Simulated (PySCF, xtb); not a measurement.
Si(H)(SiH3) cation (H4Si2), SMILES [SiH][SiH3] (connectivity only; charge and spin as stated), charge +1, multiplicity 2.

Harmonic wavenumbers (cm⁻¹) from xtb 6.7.1 with GFN2-xTB at its own minimum, in rising order: 164, 297, 360, 397, 471, 707, 715, 754, 2179, 2223, 2236, 2250.

What does PBE-D3(BJ)/def2-TZVP in PySCF give at its own minimum? (Estimate from the structure and the level; the computed values follow.)

66, 252, 322, 377, 601, 735, 847, 871, 2104, 2143, 2179, 2247. Paired by order, the mean absolute difference is 69 cm⁻¹ and the zero-point energies are 18.2 and 18.2 kcal/mol.
